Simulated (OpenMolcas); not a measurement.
A calculation on Mn⁵⁺.

* Program: OpenMolcas 26.06
* Method: CASSCF
* Basis: ANO-RCC-VQZP [7s6p4d3f2g1h]
* Scalar Hamiltonian: DKH2, point nucleus
* Active space: 2 electrons in 10 orbitals (3d 4d)
* State averaging: 2S+1 = 3 even, 10 roots; 2S+1 = 1 even, 15 roots
* Spin-orbit coupling: RASSI with atomic mean-field integrals over the reference wave functions, term energies averaged over their components

Which level of the active space comes out lowest?

3d² ³F₂, with 100 % of that term; it is also the measured ground level.

How high does 3d² ³P₀ lie?

21580 cm⁻¹ above the lowest level; measured 17782 cm⁻¹ above the ground level, so the calculation is off by +21 %.

How high does 3d² ³P₁ lie?

21837 cm⁻¹ above the lowest level; measured 18057 cm⁻¹ above the ground level, so the calculation is off by +21 %.

How high does 3d² ¹S₀ lie?

67911 cm⁻¹ above the lowest level.

The level at 18539 cm⁻¹ has J = 2. What is it made of, and what is its g factor?

97 % 3d² ¹D₂, 3 % 3d² ³P; g = 1.015, against 1.000 from Landé's formula for the pure leading term.

Measured values: Corliss and Sugar, J. Phys. Chem. Ref. Data 6, 1253 (1977).

Without dynamic correlation excited terms often stand tens of per cent too high (terms of higher spin than the ground term too low), and those without a measured partner can miss by more than the paired ones. Active for correlation alone: 4d; no level in the range computed is led by a configuration that fills it, so any true level of that kind is missing. Computed and measured levels are paired by configuration, term and J; levels that our copy of the source lacks, or whose pairing is in doubt (as where it misses far off the trend of its configuration), stay unpaired and out of the deviations. Only configurations of the active space appear.
